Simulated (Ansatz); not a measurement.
**Which is lower?**

The two ends of one reaction step of CH$_{7}$GeO, doublet (PBE0-D4/def2-TZVP).

A:

H1  (-0.870, -0.466, -1.492)
Ge2  (2.066, 0.246, -0.153)
O3  (-0.796, -0.759, -0.581)
C4  (-1.683, 0.002, 0.211)
H5  (1.328, 0.682, 1.127)
H6  (2.282, -1.275, -0.186)
H7  (3.420, 0.987, -0.257)
H8  (-2.727, -0.138, -0.093)
H9  (-1.446, 1.072, 0.188)
H10  (-1.575, -0.350, 1.237)
(Å)

B:

H1  (1.068, 0.579, -1.396)
Ge2  (1.898, 0.089, -0.202)
O3  (-1.127, -1.121, -0.092)
C4  (-1.930, -0.061, 0.170)
H5  (1.215, 0.511, 1.107)
H6  (2.060, -1.433, -0.250)
H7  (3.286, 0.750, -0.263)
H8  (-2.948, -0.182, -0.228)
H9  (-1.492, 0.904, -0.121)
H10  (-2.032, -0.037, 1.274)
(Å)

Program: Ansatz 0.2.0. Basis: def2-TZVPP. Cores are frozen in the correlated methods; orbitals are unrestricted. Filled d shells of the heavier atoms are correlated. The def2 sets are not built for correlating such inner shells, so the correlated values are less sure here. B3LYP uses VWN-RPA correlation.

Question: Which structure is lower at CCSD(T), and by how much? (To be estimated.)

Answer: By the calculation: A, by 21.48 kcal/mol (electronic energy, against the other). By their contacts, A is a complex of CH₄O ([CH3][OH]) + GeH₃ and B is a complex of CH₃O ([CH3][O]) + GeH₄.

All methods give the same order:

```csv
method,E(B) − E(A) (kcal/mol)
SPW92,25.71
PBE-D4,21.30
BLYP-D4,19.50
r2SCAN-D4,19.06
B97M-V,16.20
PBE0-D4,20.49
B3LYP-D4,19.41
r2SCAN0-D4,18.68
BHLYP-D4,16.78
CAM-B3LYP-D4,19.58
wB97X-V,18.34
wB97M-V,21.34
B2PLYP,21.17
PBE-QIDH,22.17
RPA on PBE,18.68
HF,8.56
MP2,28.72
CCSD,20.46
CCSD(T),21.48
```

No T1 diagnostic of these runs exceeds 0.016. ⟨S²⟩ of the unrestricted Hartree–Fock references: 0.75 to 0.76 (a pure state has 0.75).

Labels in which every atom is bracketed show which atoms are joined, not bond orders.

For scale, one of the runs: CCSD(T)/def2-TZVPP, 208 basis functions, launched by `ansatz run in.yaml --threads 8 --pin off --events-out ev --progress --plain --max-ram 19148MiB`. The run took 3.2 min on 8 CPU threads of an Intel Xeon (shared host), with 7.9 GiB of host memory at its peak.
